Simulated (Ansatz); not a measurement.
Au₂Cl⁺, relaxed as a singlet with RKS PBE-D4/def2-TZVP in Ansatz, starting from the GFN1-xTB geometry. Force threshold 0.02 eV/Å.

In the def2 sets Au takes a core potential; there is no spin–orbit coupling. The structure comes from a short search, and lower isomers may exist.

Start:

```tsv
atom	x (Å)	y (Å)	z (Å)
Au1	0.7043	-1.1910	-0.6068
Au2	-0.5689	1.2946	-0.5333
Cl3	-0.1354	-0.1035	1.1401
```

```
step  energy (eV)  largest force component (eV/Å)  SCF passes
   1  -19899.8515                           1.695          17
   2  -19899.9548                           0.245          26
   3  -19899.9588                           0.086          20
   4  -19899.9599                           0.004          20
```

Force components are those of the run's own axes.

End:

```
atom    x (Å)    y (Å)    z (Å)
 Au1   0.7270  -1.2263  -0.6364
 Au2  -0.5848   1.3347  -0.5603
 Cl3  -0.1422  -0.1084   1.1968
```

By distances, no bond broke or formed. The bond that changes most is Au1–Cl3, from 2.22 to 2.32 Å (atoms count from 1). The end is the same structure that another start reached, the lowest one found.

No frequencies were taken in this run, so the end may be a saddle point.

It took 6 s on 2 threads of Arm Neoverse V2 on a shared host.
